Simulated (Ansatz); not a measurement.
CH3BFNO. The species carries charge 0 and has multiplicity 1. The bonds changed during the relaxation, so this is another structure than the one it started from. All single points use the PBE0-D4/def2-TZVP geometry. It is one conformer, not always the lowest.

```xyz
8

N     0.532   -0.913   -0.661
C     0.458    0.103    0.168
O    -0.926    1.590   -0.169
B    -0.852    0.711    0.756
F    -1.594    0.342    1.804
H    -0.240   -1.553   -0.759
H     1.269   -0.995   -1.343
H     1.353    0.715    0.205
```

Q: What is the dipole moment at B3LYP/def2-TZVPP? (Best estimate.)

A: The calculation gave: 6.01 D, with components (3.80, -4.26, -1.89) D in this frame, pointing from negative to positive charge.

Q: And with PBE, r2SCAN, ωB97M-V? (Best estimate.)

A: The calculation gave: PBE 5.70 D, r2SCAN 5.82 D, ωB97M-V 6.21 D.

Q: Give the Mulliken charges with B3LYP, PBE, ωB97M-V in def2-TZVPP. (Estimate.)

A: Ansatz gave: 
| atom | B3LYP | PBE | ωB97M-V |
| --- | --- | --- | --- |
| N1 | -0.18 | -0.18 | -0.15 |
| C2 | 0.01 | -0.03 | 0.04 |
| O3 | -0.34 | -0.27 | -0.36 |
| B4 | 0.30 | 0.23 | 0.30 |
| F5 | -0.30 | -0.26 | -0.30 |
| H6 | 0.19 | 0.20 | 0.17 |
| H7 | 0.18 | 0.19 | 0.16 |
| H8 | 0.13 | 0.12 | 0.14 |

B3LYP here is the variant with VWN-RPA as its local correlation; programs differ in this.
